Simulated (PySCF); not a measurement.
Species: C2H4FGeN.
Numbering: `[CH:1]#[C:2][Ge@@H:3]([NH2:4])[F:5]` (hydrogens: H6 on C1; H7 on Ge3; H8, H9 on N4)

Geometry (PBE0-D3(BJ)/def2-SVP, Å), atoms numbered from 1 in this order:
```
atom  x, y, z in Å
C1     2.468    0.273   -0.365
C2     1.316    0.239    0.021
Ge3   -0.476    0.213    0.624
N4    -1.552    0.083   -0.817
F5    -0.610   -1.188    1.663
H6     3.489    0.304   -0.705
H7    -0.863    1.408    1.492
H8    -2.550    0.046   -0.635
H9    -1.294   -0.619   -1.505
```

Computed with EOM-IP-CCSD/aug-cc-pVDZ in PySCF, restricted Hartree–Fock reference, 13 core orbitals frozen, non-relativistic, gas phase, PBE0-D3(BJ)/def2-SVP geometry.

Hartree–Fock orbital energies give these Koopmans values (eV): HOMO 11.27, HOMO-1 11.32, HOMO-2 11.92, HOMO-3 13.94, HOMO-4 15.20, HOMO-5 16.97, HOMO-6 17.04, HOMO-7 17.15.

Question: What vertical ionisation energies does EOM-IP-CCSD give?

Answer: 
| leading hole (HF orbital) | Koopmans (eV) | EOM-IP-CCSD (eV) | change (eV) | one-hole share |
| --- | --- | --- | --- | --- |
| HOMO-2 | 11.92 | 10.47 | -1.45 | 0.94 |
| HOMO | 11.27 | 11.26 | -0.01 | 0.96 |
| HOMO-1 | 11.32 | 11.35 | +0.03 | 0.96 |
| HOMO-3 | 13.94 | 12.81 | -1.13 | 0.95 |
| HOMO-4 | 15.20 | 13.40 | -1.80 | 0.94 |
| HOMO-5 | 16.97 | 14.73 | -2.24 | 0.94 |
| HOMO-6 | 17.04 | 14.88 | -2.16 | 0.94 |
| HOMO-7 | 17.15 | 15.24 | -1.91 | 0.94 |

Question: Does the order of the lines follow the orbital energies?

Answer: No: the HOMO-2 hole (10.47 eV) falls below the HOMO hole (11.26 eV); the HOMO-2 hole (10.47 eV) falls below the HOMO-1 hole (11.35 eV). The corrections run from -2.24 to +0.03 eV, with a mean of -1.33 eV over the 8 lines; EOM-IP-CCSD lies above the Koopmans value for HOMO-1.

Question: At what kinetic energies would He II light (40.81 eV) eject these electrons?

Answer: 30.34 eV (HOMO-2), 29.55 eV (HOMO), 29.46 eV (HOMO-1), 28.00 eV (HOMO-3), 27.41 eV (HOMO-4), 26.08 eV (HOMO-5), 25.93 eV (HOMO-6), 25.57 eV (HOMO-7).

Question: What total energy has the lowest final state, and which wavelength reaches it?

Answer: E(CCSD) + ionisation energy = -2308.11776 + 0.38486 = -2307.73290 Eh, at the geometry of the initial state. The threshold wavelength is 1239.84 eV nm/10.47 eV = 118.4 nm.

Lines less than 0.15 eV apart could change places at a higher level. One root was sought for each valence orbital with −ε under 21 eV, eight at most, so deeper holes and satellites are missing; no vibrational structure.

On one thread, Arm Neoverse V1, shared host, this took 9.3 min.

One conformer stands for the species.
